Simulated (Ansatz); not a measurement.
Consider the cleavage of the Si–Si bond: `B[SiH](O)[SiH3]` + `[CH3][Al]([F])[SH]` → `[CH3][Al]([F])[S][SiH3]` + `B[SiH2]O`.

Calculated with Ansatz (gas phase, PBE0-D4/def2-TZVP geometries, no zero-point term in ΔE). CCSD(T)/CBS adds triple-zeta CCSD(T) − MP2 to the extrapolated MP2 energy (def2 sets, frozen cores). One conformer a species, not always the lowest.

```csv
species,CCSD/CBS(def2) energy (Eh)
`B[SiH](O)[SiH3]`,-682.31037
`[CH3][Al]([F])[SH]`,-780.15544
`[CH3][Al]([F])[S][SiH3]`,-1070.45284
`B[SiH2]O`,-392.03537
```

(1) Work out ΔE.

Largest T1 diagnostic among the species: 0.014.

## Answers

(1) ΔE = (-1070.45284) + (-392.03537) − (-682.31037) − (-780.15544) = -0.02240 Eh = -0.61 eV. CCSD(T)/CBS gives -0.60 eV.

From PBE to PBE0 (25 % exact exchange), in def2-TZVPP and without D4, ΔE moves by −0.08 eV.
